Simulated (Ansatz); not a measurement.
`CN[SiH](Cl)OC`. Total charge 0; spin multiplicity 1. The geometry is a stationary point of PBE0-D4/def2-TZVP. It is one conformer, not always the lowest.

```xyz
14

C     0.440    1.989   -1.228
N     0.353    0.563   -1.468
Si   -0.409   -0.523   -0.426
Cl   -0.419   -2.356   -1.363
O     0.366   -0.655    1.004
C    -0.125   -1.409    2.090
H     1.373    2.283   -0.734
H    -0.384    2.304   -0.584
H     0.351    2.550   -2.162
H     1.011    0.206   -2.142
H    -1.811   -0.129   -0.154
H    -1.188   -1.211    2.273
H     0.005   -2.481    1.911
H     0.438   -1.130    2.982
```

**Question.** What is the dipole moment at PBE/def2-TZVPP? (Estimate.)

**Answer.** Ansatz gave: 1.54 D, with components (0.38, 1.37, 0.58) D in this frame, pointing from negative to positive charge.

**Question.** And with r2SCAN, B3LYP, ωB97M-V? (Estimate.)

**Answer.** Computed: r2SCAN 1.58 D, B3LYP 1.54 D, ωB97M-V 1.54 D.

**Question.** Give the Mulliken charges with PBE, r2SCAN, ωB97M-V in def2-TZVPP. (Estimate.)

**Answer.** The calculation gave: 
```json
{"atom": "C1", "PBE": "-0.19", "r2SCAN": "-0.04", "ωB97M-V": "-0.23"}
{"atom": "N2", "PBE": "-0.26", "r2SCAN": "-0.34", "ωB97M-V": "-0.29"}
{"atom": "Si3", "PBE": "0.50", "r2SCAN": "0.63", "ωB97M-V": "0.54"}
{"atom": "Cl4", "PBE": "-0.25", "r2SCAN": "-0.27", "ωB97M-V": "-0.24"}
{"atom": "O5", "PBE": "-0.28", "r2SCAN": "-0.36", "ωB97M-V": "-0.34"}
{"atom": "C6", "PBE": "-0.14", "r2SCAN": "0.01", "ωB97M-V": "-0.18"}
{"atom": "H7", "PBE": "0.10", "r2SCAN": "0.06", "ωB97M-V": "0.13"}
{"atom": "H8", "PBE": "0.08", "r2SCAN": "0.05", "ωB97M-V": "0.10"}
{"atom": "H9", "PBE": "0.10", "r2SCAN": "0.06", "ωB97M-V": "0.12"}
{"atom": "H10", "PBE": "0.14", "r2SCAN": "0.14", "ωB97M-V": "0.10"}
{"atom": "H11", "PBE": "-0.10", "r2SCAN": "-0.10", "ωB97M-V": "-0.05"}
{"atom": "H12", "PBE": "0.09", "r2SCAN": "0.05", "ωB97M-V": "0.11"}
{"atom": "H13", "PBE": "0.10", "r2SCAN": "0.06", "ωB97M-V": "0.12"}
{"atom": "H14", "PBE": "0.11", "r2SCAN": "0.07", "ωB97M-V": "0.13"}
```

B3LYP here is the variant with VWN-RPA as its local correlation; programs differ in this.
